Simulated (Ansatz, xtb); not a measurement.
Relative energy of two isomers of C3H8SSi

Structure I: `[SiH3][C@@H]1C[C@@H]1S`, a singlet. Structure II: `[SiH3][C@@H]1C[C@H]1S`, a singlet. Both are isolated molecules in the gas phase, relaxed with B3LYP-D3(BJ)/def2-SVP; the shapes shown needn't be the lowest conformers.

I (Å):

```yaml
atoms:
  - { symbol: C, position_ang: [0.3600, -0.2173, -0.5613] }
  - { symbol: C, position_ang: [0.0884, -1.6948, -0.3540] }
  - { symbol: C, position_ang: [1.3742, -1.1008, 0.1403] }
  - { symbol: S, position_ang: [1.6130, -1.0041, 1.9269] }
  - { symbol: Si, position_ang: [-0.6170, 1.1036, 0.3550] }
  - { symbol: H, position_ang: [0.2939, 2.1121, 0.9728] }
  - { symbol: H, position_ang: [-1.4859, 0.5104, 1.4083] }
  - { symbol: H, position_ang: [-1.4858, 1.8107, -0.6338] }
  - { symbol: H, position_ang: [0.6469, 0.0650, -1.5818] }
  - { symbol: H, position_ang: [-0.6631, -1.9762, 0.3904] }
  - { symbol: H, position_ang: [0.1383, -2.3639, -1.2174] }
  - { symbol: H, position_ang: [2.2804, -1.3547, -0.4183] }
  - { symbol: H, position_ang: [2.3474, 0.1340, 1.9334] }
```

II (Å):

```xyz
13

C     0.7664   -0.2091    0.5519
C     1.3437   -0.1939   -0.8492
C     0.3101   -1.2198   -0.4849
S     0.8476   -2.9368   -0.3892
Si   -0.4038    1.1276    1.1445
H     0.3480    2.3100    1.6592
H    -1.2870    0.6168    2.2346
H    -1.2555    1.5592   -0.0042
H     1.4369   -0.6243    1.3130
H     2.3759   -0.5346   -0.9689
H     1.0473    0.6013   -1.5400
H    -0.6874   -1.0858   -0.9168
H     0.0487   -3.3018    0.6422
```

Energies in hartree; the thermal terms are from GFN2-xTB frequencies at re-optimised GFN2-xTB minima (ideal gas, soft modes damped towards free rotors, one conformer each, 298.15 K, 1 atm) and include the zero-point energy:

```
                              I           II
E, CCSD(T)/def2-SVP  −805.125226  −805.124830
    E, MP2/def2-SVP  −805.036107  −805.035780
  E, MP2/def2-TZVPP  −805.562691  −805.563197
  zero-point energy     0.092796     0.092554
       H(298 K) − E     0.101073     0.101055
       G(298 K) − E     0.061443     0.060685
```

Correct the CCSD(T) difference for the basis set by the MP2 change, then work out ΔE, ΔE₀, ΔH and ΔG for I → II in kJ/mol (1 Eh = 2625.50 kJ/mol) and the equilibrium ratio [II]/[I].

1. Differences II − I: CCSD(T) +0.000396, MP2 in the small set +0.000327, MP2 in the large set −0.000506 Eh.
2. ΔE = +0.000396 + (−0.000506 − (+0.000327)) = −0.000437 Eh = −1.15 kJ/mol.
3. ΔE₀ = ΔE + ΔZPE = −0.000437 + (−0.000242) Eh = −1.78 kJ/mol.
4. ΔH = ΔE + (−0.000018) Eh = −1.19 kJ/mol.
5. ΔG = ΔE + (−0.000758) Eh = −3.14 kJ/mol, so ΔS = (ΔH − ΔG)/T = +6.5 J/(mol K).
6. kT = 0.9442 mEh, so K = [II]/[I] = exp(−ΔG/kT) = exp(+1.27) ≈ 3.5.

The two are too close for this level to say which is favoured. An error of 4 kJ/mol in ΔG would change K by a factor of 5. Mirror images and further conformers aren't counted.

As drawn, both hold the same kinds of bond in the same numbers.

Other levels gave ΔE = +0.8 (GFN2-xTB); −5.4 (HF/STO-3G, GFN2-xTB geometries); +1.0 (r2SCAN-D4/def2-SVP, GFN2-xTB geometries); +2.2 (B3LYP-D3(BJ)/def2-SVP); −2.0 (HF/def2-SVP); +0.9 (MP2/def2-SVP); +1.0 (CCSD(T)/def2-SVP) kJ/mol. The correlated steps freeze 13 core orbitals. Programs: Ansatz 0.2.0, xtb 6.7.1.
